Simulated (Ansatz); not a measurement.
How basis sets differ on CH5GaO2 (SMILES [CH3][Ga]([OH])[OH])

CH5GaO2: 9 atoms, total charge 0, spin state singlet. SMILES: `[CH3][Ga]([OH])[OH]`. The coordinates come from a PBE0-D4/def2-TZVP relaxation. This is one conformer, not always the lowest.

| atom | x (Å) | y (Å) | z (Å) |
| --- | --- | --- | --- |
| C | 0.1395 | 0.7406 | -1.3856 |
| Ga | -0.0223 | -0.1804 | 0.3149 |
| O | 0.2379 | -1.9475 | 0.4432 |
| O | -0.4357 | 0.7068 | 1.8148 |
| H | 0.2598 | 0.0245 | -2.1979 |
| H | 1.0053 | 1.4049 | -1.3681 |
| H | -0.7466 | 1.3499 | -1.5688 |
| H | 0.1412 | -2.3145 | 1.3236 |
| H | -0.4907 | 0.1696 | 2.6070 |

Quantity: the dipole moment, in D. The values are calculated.

| level | kind | program | value (D) | CPU time |
| --- | --- | --- | --- | --- |
| HF/STO-3G | Hartree–Fock | Ansatz | 1.22 | 1.1 s |
| HF/3-21G | Hartree–Fock | Ansatz | 1.44 | 1.4 s |
| HF/def2-SVP | Hartree–Fock | Ansatz | 0.91 | 5.6 s |
| HF/def2-TZVP | Hartree–Fock | Ansatz | 0.72 | 21 s |

All-electron rows without a relativistic Hamiltonian named are non-relativistic. The values span 0.72 to 1.44 D. Magnitudes only: a small dipole may point the other way at some levels. Sets without polarisation functions give poor dipoles. CPU times are rough (shared hosts, several kinds of processor): they show what a rung costs within a factor of a few.
